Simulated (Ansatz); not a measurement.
Cartesian coordinates in Å:
```
F -1.4212 -0.6611 1.0645
C -0.0777 -0.4334 0.7780
Al 0.1919 0.5220 -0.9284
F -1.1144 0.9554 -1.8320
H 0.3580 0.1265 1.6170
H 0.4373 -1.4040 0.7724
H 1.6260 0.8946 -1.4715
```

The species carries charge 0 and has multiplicity 1.

(1) List the CAM-B3LYP/def2-TZVPP orbital energies in eV (the Gaussian-basis code of Ansatz). (An estimate is asked.)

## Answers

(1) The calculation gave: Occupied: -1526.98, -673.14, -672.73, -280.53, -115.02, -75.77, -75.60, -75.53, -34.56, -33.43, -20.90, -15.30, -15.16, -15.07, -14.11, -13.26, -13.20, -11.71, -11.42, -9.56. Lowest empty: -0.27, 0.66, 1.27, 2.60, 3.45, 3.50, 4.91, 5.23.
